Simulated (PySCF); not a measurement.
SMILES [SiH2](c1occc1)[SiH2]SC (C5H10OSSi2) at its GFN2-xTB optimised geometry (Å):

```
19

C     -4.0773    -0.7514     0.3848
S     -2.6950    -1.9237     0.2766
Si    -1.0525    -0.5318     0.1784
Si     0.8809    -1.7748    -0.0012
C      2.2017    -0.4479     0.0000
C      3.5691    -0.4479     0.0000
C      3.9824     0.9028     0.0000
C      2.8368     1.6382    -0.0006
O      1.7613     0.8389    -0.0004
H     -4.1008    -0.1341    -0.5079
H     -3.9626    -0.1338     1.2702
H     -4.9864    -1.3387     0.4555
H     -1.3800     0.3506    -0.9481
H     -1.1988     0.3013     1.3784
H      1.1618    -2.6966     1.1070
H      1.0151    -2.5584    -1.2372
H      4.1973    -1.3146     0.0008
H      4.9864     1.2755     0.0011
H      2.6652     2.6966    -0.0010
```

Calculation: PBE0/def2-SVP (PySCF). Cells within 0.4 Å of a nucleus heavier than hydrogen are left out (blank, or x).

Map of the log10 of the electron density (e/bohr³), floored at −4 on the plane z = 0.6 Å:

```
|0000000000000000000000000000000|
|0000000000000000000000000000000|
|0000000000000000000000000000000|
|0000000000000000000000000000000|
|0000000000000000000000000000000|
|0000000000000000000000000000000|
|0000000000000000000001000000000|
|0000000000000000000233210000000|
|0000000000000000001355431000000|
|0000000000000000002466642210000|
|0000000000000000023577754432100|
|0000000000112211245678776654200|
|0000011111234432457788887765300|
|0000234432355554468987788765300|
|0002356654467765468876787654200|
|0013578865567876556777787642100|
|002468x876678976667888887532000|
|013688x987777877767777777641000|
|0146888888887777777766677541000|
|003567678x986667787654455431000|
|0013445689875456788643233310000|
|0001224577764345677642111000000|
|0000013456553234566532000000000|
|0000001234432112344321000000000|
|0000000011110001222100000000000|
|0000000000000000000000000000000|
|0000000000000000000000000000000|
|0000000000000000000000000000000|
|0000000000000000000000000000000|
|0000000000000000000000000000000|
|0000000000000000000000000000000|
```
Scale: ten equal steps from -4.00 (start of '0') to -0.264 (end of '9'), in the order '0123456789'; x runs from -7.00 to 7.00, y from -7.00 (bottom) to 7.00 (top).
